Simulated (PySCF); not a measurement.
C₂H₇FOSi, SMILES C[Si@H](F)CO.

Geometry: PBE0-D3(BJ)/def2-SVP. The structure was generated by enumeration; whether it is a known compound was not checked. The values are those of a single conformer.

Vertical ionisation energy (IE) and electron affinity (EA) in eV. Rows of orbital energies are one-electron estimates. Where ΔSCF, EOM or ADC give a negative EA the extra electron is unbound and the value depends on the basis.

```
level                                         IE     EA
-----------------------------------------  -----  -----
−ε(HOMO), −ε(LUMO), HF/def2-TZVP (PySCF)   11.84  -3.44
−ε(HOMO), −ε(LUMO), PBE/def2-TZVP (PySCF)   6.45   0.27
```
